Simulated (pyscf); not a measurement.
Structures and frequencies: ωB97X-D3(BJ)/def2-SVP in PySCF.

**Question.** Estimate the classical barrier height and the reaction energy of •H₂C–C(=CH₂)–F → •HC=C(CH₃)–F at ωB97M-D3(BJ)/def2-TZVP. The step runs on the doublet surface, breaks C–H and forms C–H; take the reactant's lowest minimum found as zero.

**Answer.** ΔE‡ = 2.96 eV, ΔE = +1.12 eV. Zero-point energy shifts the barrier by -0.13 eV. It is a hydrogen shift, with an imaginary mode of 2282i cm⁻¹. One saddle was located; it need not be the lowest between these sides.
